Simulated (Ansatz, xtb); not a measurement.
# Ligand exchange: C3H10Si + C2H6O2Si → C2H10Si2 + C3H6O2

Species: C3H10Si `CC[SiH2]C`, singlet; C2H6O2Si `CC(=O)O[SiH3]`, singlet; C2H10Si2 `CC[SiH2][SiH3]`, singlet; C3H6O2 (methyl acetate) `COC(C)=O`, singlet. The partners trade CH3 for SiH3: Si–CH3 and O–SiH3 bonds give way to Si–SiH3 and O–CH3.

Shapes, held fixed at every level: PBE0-D4/def2-TZVP. Flexible molecules stand in one conformer, not always the lowest. Programs: Ansatz 0.2.0, xtb 6.7.1. The zero-point and thermal change to 298 K, harmonic and unscaled (PBE0-D4/def2-TZVP), is +2.9 kJ/mol.

```tsv
level	kind	ΔH(298 K) (kJ/mol)	less CCSD(T)/CBS estimate	CPU time (sum over the molecules)
GFN0-xTB	semi-empirical	+92.2	-74.9	0.12 s
PBE-D4/def2-TZVPP	GGA	+140.8	-26.3	39 s
r2SCAN-D4/def2-TZVPP	meta-GGA	+159.2	-7.9	70 s
B3LYP-D4/def2-TZVPP	global hybrid	+159.6	-7.5	74 s
wB97M-V/def2-TZVPP	range-separated hybrid	+169.5	+2.4	2.8 min
wB97X-V/def2-TZVPP	range-separated hybrid	+158.9	-8.2	1.9 min
MP2/def2-SVP	perturbation theory	+157.6	-9.5	–
CCSD(T)/def2-TZVPP	coupled cluster or CI	+164.1	-3.0	39 min
CCSD(T)/CBS estimate	coupled cluster or CI	+167.1	0.0	46 min
```

The highest level, CCSD(T)/CBS estimate, gives ΔH(298 K) = +167.1 kJ/mol; the levels span +92.2 to +169.5. GFN0-xTB strays far from the other rows. The column of differences is taken from that level and isn't an error. No measured value is set beside it here. The CBS estimate extrapolates MP2 from def2-TZVPP and def2-QZVPP and adds CCSD(T) − MP2 in the triple-zeta set, cores frozen. Times are processor times on shared x86 and Arm servers, and rough.
